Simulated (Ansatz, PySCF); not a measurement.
AlH2, SMILES [AlH2+], charge +1.

Geometry optimised at B3LYP-D3(BJ)/def2-TZVPD. The spin state was assumed, not searched. The isomer is the one that the SMILES or the coordinates give; other isomers of the formula were not compared.

Vertical ionisation energy (IE) and electron affinity (EA) in eV. Rows of orbital energies are one-electron estimates. Where ΔSCF, EOM or ADC give a negative EA the extra electron is unbound and the value depends on the basis.

| level | IE | EA |
|---|---|---|
| −ε(HOMO), −ε(LUMO), HF/def2-TZVPD (PySCF) | 19.30 | 5.23 |
| −ε(HOMO), −ε(LUMO), M06-2X/def2-TZVPD (PySCF) | 17.34 | 7.56 |
| −ε(HOMO), −ε(LUMO), PBE/def2-TZVPD (PySCF) | 14.92 | 9.01 |
| EOM-CCSD/aug-cc-pVDZ (PySCF) | 19.19 | 5.94 |
| ADC(3)/aug-cc-pVDZ (PySCF) | 19.06 | 5.98 |
| ΔSCF, ωB97X-V/def2-TZVPD (Ansatz), final states of multiplicity 2 and 2 | 19.27 | 5.97 |
| ΔSCF, PBE/def2-TZVPD (Ansatz), final states of multiplicity 2 and 2 | 18.93 | 6.27 |

What vertical singlet–triplet gap does ΔSCF give with ωB97X-V/def2-TZVPD (Ansatz, an electronic-structure program) and with PBE/def2-TZVPD (Ansatz)? (An estimate is asked for; the answer gives what the named calculation found.)

6.23 and 5.53 eV (triplet above singlet where positive).

Beyond the first one, list the lowest photoelectron lines from ADC(3)/aug-cc-pVDZ (PySCF) with their pole strengths (two spins summed). (Estimate from the structure and the level; the computed values follow.)

21.45 eV (1.69), 26.98 eV (0.19).
